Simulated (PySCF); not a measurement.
PySCF job for MoH3, SMILES [MoH3] (connectivity only; charge and spin as stated), neutral, multiplicity 4, TDA-CAM-B3LYP/def2-TZVPD. The structure is a stationary point at B3LYP-D3(BJ)/def2-TZVPD. The geometry has at least one imaginary mode, so it is a saddle point at that level. The spin state was assumed, not searched. The def2 effective core potentials stand for the cores of Mo; spin–orbit coupling is left out.

```python
import numpy as np
from pyscf import gto, scf, dft, tdscf

mol = gto.M(
    atom='''
    Mo    0.00000000    0.00000000    0.00000000
    H     1.71137682    0.00000000    0.00000000
    H    -0.85568841    1.48209580    0.00000000
    H    -0.85568841   -1.48209580    0.00000000
    ''',
    basis='def2-TZVPD',
    ecp={'Mo': 'def2-tzvp'},
    charge=0,
    spin=3,
    max_memory=1600,
    verbose=4,
)
mf = dft.UKS(mol, xc='cam-b3lyp').density_fit(auxbasis='def2-universal-jkfit')
mf.grids.level = 3
mf.conv_tol = 1e-9
mf.max_cycle = 100
mf.kernel()
fine, coarse = mf.grids, dft.Grids(mol).set(level=1).build(with_non0tab=True)
for _ in range(3):  # follow internal instabilities
    mf.grids = coarse
    mo, _, stable, _ = mf.stability(return_status=True, nroots=4)
    mf.grids = fine
    if stable:
        break
    mf.kernel(mf.make_rdm1(mo, mf.mo_occ))
mf.grids = dft.Grids(mol).set(level=1).build(with_non0tab=True)  # coarser grid for the response kernel
td = tdscf.TDA(mf)
td.nstates = 10
td.conv_tol = 1e-4
td.positive_eig_threshold = 1e-6
td.kernel(x0=td.get_init_guess(mf, 15))
td.analyze(verbose=3)
```

Log of the run:

```
PySCF version 2.14.0

[INPUT] verbose = 4
[INPUT] num. atoms = 4
[INPUT] num. electrons = 17
[INPUT] charge = 0
[INPUT] spin (= nelec alpha-beta = 2S) = 3
[INPUT] symmetry False subgroup None
[INPUT] Mole.unit = angstrom
[INPUT] Symbol           X                Y                Z      unit          X                Y                Z       unit  Magmom
[INPUT]  1 Mo     0.000000000000   0.000000000000   0.000000000000 AA    0.000000000000   0.000000000000   0.000000000000 Bohr   0.0
[INPUT]  2 H      1.711376820000   0.000000000000   0.000000000000 AA    3.234033485729   0.000000000000   0.000000000000 Bohr   0.0
[INPUT]  3 H     -0.855688410000   1.482095800000   0.000000000000 AA   -1.617016742865   2.800755152368   0.000000000000 Bohr   0.0
[INPUT]  4 H     -0.855688410000  -1.482095800000   0.000000000000 AA   -1.617016742865  -2.800755152368   0.000000000000 Bohr   0.0

nuclear repulsion = 13.5224483678594
number of shells = 29
number of NR pGTOs = 93
number of NR cGTOs = 67
basis = def2-TZVPD
ecp = {'Mo': 'def2-tzvp'}


[settings echo left out]
init E= -62.9827106270629
  alpha nocc = 10  HOMO = -0.389857534962162  LUMO = -0.325668184400891
  beta  nocc = 7  HOMO = -0.575432984061657  LUMO = -0.442072547815341

WARN: HOMO -0.389857534962162 >= LUMO -0.442072547815341

cycle= 1 E= -69.6937828880664  delta_E= -6.71  |g|= 0.474  |ddm|= 2.82
  alpha nocc = 10  HOMO = -0.118085243577147  LUMO = 0.037714812170337
  beta  nocc = 7  HOMO = -0.279273235492726  LUMO = 0.0310577407689377
  HOMO = -0.118085243577  LUMO = 0.0310577407689  gap/eV = 4.05839
cycle= 2 E= -69.6335752321968  delta_E= 0.0602  |g|= 0.634  |ddm|= 0.911
  alpha nocc = 10  HOMO = -0.270836535037454  LUMO = -0.0124058934117281
  beta  nocc = 7  HOMO = -0.358723548123875  LUMO = -0.0379296101949702
  HOMO = -0.270836535037  LUMO = -0.037929610195  gap/eV = 6.33772
cycle= 3 E= -69.8305116804883  delta_E= -0.197  |g|= 0.0397  |ddm|= 0.674
  alpha nocc = 10  HOMO = -0.282341985222232  LUMO = -0.015572561377012
  beta  nocc = 7  HOMO = -0.370455683045243  LUMO = -0.0313199586497764
  HOMO = -0.282341985222  LUMO = -0.0313199586498  gap/eV = 6.83066
cycle= 4 E= -69.8337260983974  delta_E= -0.00321  |g|= 0.0171  |ddm|= 0.137
  alpha nocc = 10  HOMO = -0.2884159342286  LUMO = -0.0201578033537617
  beta  nocc = 7  HOMO = -0.374148792679575  LUMO = -0.0325032273732219
  HOMO = -0.288415934229  LUMO = -0.0325032273732  gap/eV = 6.96374
cycle= 5 E= -69.8345769134804  delta_E= -0.000851  |g|= 0.00634  |ddm|= 0.0763
  alpha nocc = 10  HOMO = -0.287225553176997  LUMO = -0.018292458691257
  beta  nocc = 7  HOMO = -0.373865358292182  LUMO = -0.0310405395914124
  HOMO = -0.287225553177  LUMO = -0.0310405395914  gap/eV = 6.97115
cycle= 6 E= -69.8347412992184  delta_E= -0.000164  |g|= 0.00209  |ddm|= 0.0241
  alpha nocc = 10  HOMO = -0.287425826503279  LUMO = -0.0181355503044861
  beta  nocc = 7  HOMO = -0.374421134962827  LUMO = -0.0308272767078435
  HOMO = -0.287425826503  LUMO = -0.0308272767078  gap/eV = 6.98240
cycle= 7 E= -69.8347698687001  delta_E= -2.86e-05  |g|= 0.00044  |ddm|= 0.0134
  alpha nocc = 10  HOMO = -0.287281906319556  LUMO = -0.0180279198406409
  beta  nocc = 7  HOMO = -0.37447286025705  LUMO = -0.0308022733396151
  HOMO = -0.28728190632  LUMO = -0.0308022733396  gap/eV = 6.97917
cycle= 8 E= -69.8347706303016  delta_E= -7.62e-07  |g|= 8.3e-05  |ddm|= 0.00233
  alpha nocc = 10  HOMO = -0.287275577932695  LUMO = -0.0180212274787952
  beta  nocc = 7  HOMO = -0.374465000442723  LUMO = -0.0308113936640069
  HOMO = -0.287275577933  LUMO = -0.030811393664  gap/eV = 6.97875
cycle= 9 E= -69.8347706469514  delta_E= -1.66e-08  |g|= 8.24e-06  |ddm|= 0.000352
  alpha nocc = 10  HOMO = -0.287276196301519  LUMO = -0.0180234237409786
  beta  nocc = 7  HOMO = -0.374467697186222  LUMO = -0.0308154104457517
  HOMO = -0.287276196302  LUMO = -0.0308154104458  gap/eV = 6.97865
cycle= 10 E= -69.8347706471534  delta_E= -2.02e-10  |g|= 1.5e-06  |ddm|= 4.29e-05
  alpha nocc = 10  HOMO = -0.287276578055262  LUMO = -0.018023845722003
  beta  nocc = 7  HOMO = -0.374467884233171  LUMO = -0.0308156766833969
  HOMO = -0.287276578055  LUMO = -0.0308156766834  gap/eV = 6.97866
Extra cycle  E= -69.8347706471547  delta_E= -1.25e-12  |g|= 1.29e-06  |ddm|= 4.47e-06
converged SCF energy = -69.8347706471547  <S^2> = 3.7926736  2S+1 = 4.0212802
tot grids = 15592
uhf_internal: lowest eigs of H = [0.11945108 0.11946517 0.12387566 0.1280518 ]
<class 'pyscf.df.df_jk.DFUKS'> wavefunction is stable in the internal stability analysis
tot grids = 15592
Overwritten attributes  positive_eig_threshold  of <class 'pyscf.tdscf.uks.TDA'>


******** <class 'pyscf.tdscf.uks.TDA'> for <class 'pyscf.df.df_jk.DFUKS'> ********
nstates = 10
deg_eia_thresh = 1.000e-03
wfnsym = None
conv_tol = 0.0001
eigh lindep = 1e-12
eigh level_shift = 0
eigh max_cycle = 100


Excitation energies (eV)
[1.68158953 1.68160462 1.85249122 1.88283422 2.05356608 2.05359528
 4.25887179 4.30778137 4.31451943 4.32165292]

** Excitation energies and oscillator strengths **
Excited State   1:      1.68159 eV    737.30 nm  f=0.0061
Excited State   2:      1.68160 eV    737.30 nm  f=0.0061
Excited State   3:      1.85249 eV    669.28 nm  f=0.0063
Excited State   4:      1.88283 eV    658.50 nm  f=0.0000
Excited State   5:      2.05357 eV    603.75 nm  f=0.0000
Excited State   6:      2.05360 eV    603.74 nm  f=0.0000
Excited State   7:      4.25887 eV    291.12 nm  f=0.1261
Excited State   8:      4.30778 eV    287.81 nm  f=0.0000
Excited State   9:      4.31452 eV    287.37 nm  f=0.0000
Excited State  10:      4.32165 eV    286.89 nm  f=0.0033
```

The run converged.
